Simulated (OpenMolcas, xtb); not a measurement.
## How methods differ on SnSiH4OF (SMILES [F][SnH][O][SiH3])

SnSiH4OF: 8 atoms, total charge 0, spin state doublet. As SMILES, `[F][SnH][O][SiH3]`. Geometry: relaxed at PBE0-D4/def2-TZVP. This is one conformer, not always the lowest.

Quantity: the vertical energy of the quartet above the doublet, in eV. The values are calculated.

```tsv
level	kind	program	value (eV)
GFN0-xTB	semi-empirical	xtb	5.88
UHF/def2-SVP (core potential)	Hartree–Fock	OpenMolcas	6.63
USVWN5/def2-SVP (core potential)	LDA	OpenMolcas	6.18
UBLYP/def2-SVP (core potential)	GGA	OpenMolcas	6.33
U-r2SCAN/def2-SVP (core potential)	meta-GGA	OpenMolcas	6.53
UM06-L/def2-SVP (core potential)	meta-GGA	OpenMolcas	6.79
UB3LYP/def2-SVP (core potential)	global hybrid	OpenMolcas	6.70
```

Spin-orbit coupling, which can split open shells on such heavy atoms by tenths of an eV, is left out. The values span 5.88 to 6.79 eV. The xTB rows lack spin polarisation, so open shells miss the exchange term that lowers them.
